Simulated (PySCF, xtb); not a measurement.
C₂H₁₀Si₂, SMILES C[SiH](C)[SiH3].

GFN2-xTB (xtb) at its own geometry gives an orbital gap of 4.48 eV and a dipole moment of 0.68 D.

Geometry optimised at r2SCAN-D4/def2-SVP.

**Question.** What does PBE/def2-TZVP run with PySCF give? (An estimate is asked for; the answer gives what the named calculation found.)

**Answer.** gap 6.20 eV (levels -6.63 and -0.43 eV), dipole 1.19 D.
